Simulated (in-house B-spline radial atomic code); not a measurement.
Values are calculated unless marked as measured or tabulated.
B+ at several levels of theory

Ground configuration [He] 2s2. All numbers come from an all-electron radial atomic-structure program (B-spline basis), all electrons, at the radial basis limit. Mean-field, RPA, GW and linear-response runs are non-relativistic, without Breit or QED terms, open shells spin-polarised at highest spin; the many-body runs on Dirac-Hartree-Fock orbitals are four-component, and their energies hold both.

**Ionisation energy.** The reference is 25.155 eV (NIST, measured).

| method | value (eV) | minus reference (eV) |
| --- | --- | --- |
| minus the highest LDA VWN5 level | 19.41 | -5.75 |
| LDA VWN5, difference of total energies | 24.55 | -0.60 |
| minus the highest PBE level | 19.51 | -5.65 |
| PBE, difference of total energies | 24.61 | -0.55 |
| G0W0 on PBE | 25.01 | -0.14 |
| exact exchange + RPA on PBE | 25.47 | +0.32 |
| exact exchange + RPA + SOSEX on PBE | 24.99 | -0.17 |
| minus the highest r2SCAN level | 19.73 | -5.43 |
| r2SCAN, difference of total energies | 24.26 | -0.89 |
| minus the highest PBE0 level | 20.79 | -4.36 |
| PBE0, difference of total energies | 24.56 | -0.59 |
| G0W0 on PBE0 | 25.04 | -0.11 |
| minus the highest B3LYP (VWN-RPA) level | 20.58 | -4.58 |
| B3LYP (VWN-RPA), difference of total energies | 24.74 | -0.42 |
| minus the highest CAM-B3LYP level | 22.25 | -2.90 |
| minus the highest LC-wPBE level | 23.81 | -1.35 |
| minus the highest Hartree-Fock level | 23.78 | -1.38 |
| Hartree-Fock, difference of total energies | 23.44 | -1.71 |
| G0W0 on Hartree-Fock | 24.93 | -0.22 |
| MP2, difference of total energies | 24.58 | -0.58 |
| CI + MBPT for the two outer electrons | 25.15 | -0.01 |
| Dirac-Fock + self-energy with TDHF screening (2s1/2) | 24.41 | -0.74 |

(1) Which methods come closest, and which lies farthest off?

**Static dipole polarisability and C6** of two like species, by linear response (no reference value is at hand):

```csv
method,α (bohr³),C6 (hartree·bohr⁶)
LDA VWN5,10.78,29.17
PBE,10.64,28.82
PBE0,10.77,29.31
B3LYP (VWN-RPA),10.85,29.4
CAM-B3LYP,10.89,29.56
LC-wPBE,10.79,29.38
TDHF,11.38,31.7
relativistic RPA (four-component TDHF),11.37,31.65
```

(2) What mean excitation energy do α and C6 imply in London's formula C6 = (3/4) α² ω?

**Lowest terms** (eV, full linear response; a dash marks a state above the method's threshold or not assigned, «imaginary» a triplet instability of the closed-shell solution):

```
                         method  2s → 2p 3P  2s → 2p 1P  2s → 3s 3S
                       LDA VWN5       3.977       8.472      14.897
                            PBE       3.423       8.626      14.783
                           PBE0       3.279       8.574      15.019
                B3LYP (VWN-RPA)       3.370       8.447      14.956
                      CAM-B3LYP       3.367       8.432      14.972
                        LC-wPBE       3.183       8.553      15.231
                           TDHF       1.306       8.335      14.762
                 BSE on G0W0@HF       3.977       8.964      15.960
      CI + MBPT, average over J       4.627       9.108      16.086
measured, average over J (NIST)       4.631       9.100      16.090
```

(3) Which methods give these terms best?

Run times on one thread of shared hosts: mean field, RPA, SOSEX and G0W0 on PBE, for the atom and its ion, 1.6 s (Arm Neoverse N1); TDDFT with PBE, 0 s (Intel Xeon 6975P-C (Granite Rapids)); G0W0 and BSE, 0.7 s (Intel Xeon 6975P-C (Granite Rapids)); CI + MBPT, 120 s (Arm Neoverse N1); removal energies by the self-energy, 1.4 s (Arm Neoverse V1).

## Answers

(1) Closest: CI + MBPT for the two outer electrons (-0.01 eV) and G0W0 on PBE0 (-0.11 eV). Farthest: minus the highest LDA VWN5 level (-5.75 eV). The PBE level misses by -5.6 eV while the PBE energy difference misses by -0.55 eV: the semilocal potential lacks the −1/r tail and the energy is convex in the electron number, but total energies at whole numbers are far better.

(2) LDA VWN5: ω = 0.335 hartree; relativistic RPA (four-component TDHF): ω = 0.326 hartree. A method that puts the excitations lower gives a larger α and a smaller ω.

(3) Mean absolute differences from the measured values, for methods that give all terms: CI + MBPT, average over J 0.01 eV; BSE on G0W0@HF 0.31 eV; LDA VWN5 0.82 eV; LC-wPBE 0.95 eV; PBE0 0.98 eV; PBE 1.00 eV; B3LYP (VWN-RPA) 1.02 eV; CAM-B3LYP 1.02 eV; TDHF 1.81 eV. Triplets fall as the share of exact exchange grows, since unscreened exchange drives the closed shell towards a triplet instability.
